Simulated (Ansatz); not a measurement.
The same molecule with X = O, S, Se. Ansatz, PBE0-D4/def2-TZVP geometries, multiplicity 1. Each molecule was computed in one conformer, which needn't be the lowest.

Elements past krypton have def2 core potentials. Scalar relativity is left out up to krypton.

| X | molecule | mean X–H bond length / Å | mean X–In bond length / Å | HOMO–LUMO gap (ωB97M-V/def2-TZVPP) / eV | LUMO energy (PBE0/def2-TZVPP) / eV | HOMO–LUMO gap (PBE/def2-TZVPP) / eV |
| --- | --- | --- | --- | --- | --- | --- |
| O | `[OH][InH][F]` | 0.960 | 1.966 | 11.38 | -1.41 | 4.92 |
| S | `[F][InH][SH]` | 1.345 | 2.360 | 10.01 | -1.55 | 4.43 |

Task: Give the row for X = Se, `[F][InH][SeH]`. (Best estimate.)

Result: Computed: 
```
 X         molecule  mean X–H bond length / Å  mean X–In bond length / Å  HOMO–LUMO gap (ωB97M-V/def2-TZVPP) / eV  LUMO energy (PBE0/def2-TZVPP) / eV  HOMO–LUMO gap (PBE/def2-TZVPP) / eV
Se  `[F][InH][SeH]`                     1.470                      2.480                                     9.57                               -1.58                                 4.10
```

From O to Se the mean X–H bond length rises at each step, by 0.510 Å in all; the mean X–In bond length rises at each step, by 0.514 Å in all; the HOMO–LUMO gap (ωB97M-V/def2-TZVPP) falls at each step, by 1.81 eV in all; the LUMO energy (PBE0/def2-TZVPP) falls at each step, by 0.17 eV in all; the HOMO–LUMO gap (PBE/def2-TZVPP) falls at each step, by 0.82 eV in all. Bonds lengthen as the atom grows down the group.

Spin–orbit coupling is left out; it splits and shifts lone-pair levels of the heavy atoms by tenths of an eV.
